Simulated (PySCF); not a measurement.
How methods differ on the fine-structure interval of Sn⁺

Sn⁺ [Kr] 4d10 5s2 5p1 [5p1/2^1, M_J = 1/2] → Sn⁺ [Kr] 4d10 5s2 5p1 [5p3/2^1, M_J = 3/2], as a difference of total energies. All numbers are calculated (PySCF 2.14, the two-component X2C-1e Hamiltonian, in x2c-TZVPall-2c with one added diffuse shell each of s, p, d, f type (9s10p6d3f, 90 functions)). Correlated levels: [Ar] 3d10 frozen; the 6 highest virtual spinors dropped. "Screened" scales the spin-orbit matrix elements by Boettger's factors to mimic the two-electron term; Breit and QED terms are absent.

```csv
method,fine-structure interval (cm⁻¹)
GHF (screened spin-orbit),4879.1
GMP2 (screened spin-orbit),3997.8
GHF (bare spin-orbit),5039.4
```

Errors of the correlated levels include the incompleteness of this basis and the frozen core.

GHF and GMP2 differ strongly here because the two determinants are spin-polarised to different degrees; the interval is a small difference of such terms.

For comparison: 4251.5 cm⁻¹ (measured; NIST Handbook of Basic Atomic Spectroscopic Data (Sansonetti and Martin, J. Phys. Chem. Ref. Data 34, 1559 (2005))).
